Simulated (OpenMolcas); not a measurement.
## C3H12AlN (SMILES C[N+](C)(C)[AlH3-]): methods side by side

The species is C3H12AlN (17 atoms), meant as a singlet with charge 0. SMILES: `C[N+](C)(C)[AlH3-]`. The shape is that of a PBE0-D4/def2-TZVP optimisation.

Each level gives the vertical ionisation energy (to the doublet cation) (eV). The values are calculated.

```json
{"level": "HF/6-31G* (spherical functions)", "kind": "Hartree–Fock", "program": "OpenMolcas", "value (eV)": "9.18", "CPU time (all runs)": "26 s"}
{"level": "SVWN5/6-31G* (spherical functions)", "kind": "LDA", "program": "OpenMolcas", "value (eV)": "9.23", "CPU time (all runs)": "3.4 min"}
{"level": "BLYP/6-31G* (spherical functions)", "kind": "GGA", "program": "OpenMolcas", "value (eV)": "9.08", "CPU time (all runs)": "5.7 min"}
{"level": "r2SCAN/6-31G* (spherical functions)", "kind": "meta-GGA", "program": "OpenMolcas", "value (eV)": "9.39", "CPU time (all runs)": "5.5 min"}
{"level": "BHLYP/6-31G* (spherical functions)", "kind": "global hybrid", "program": "OpenMolcas", "value (eV)": "9.72", "CPU time (all runs)": "3.4 min"}
```

The values span 9.08 to 9.72 eV. CPU times are rough (shared hosts, several kinds of processor and program).
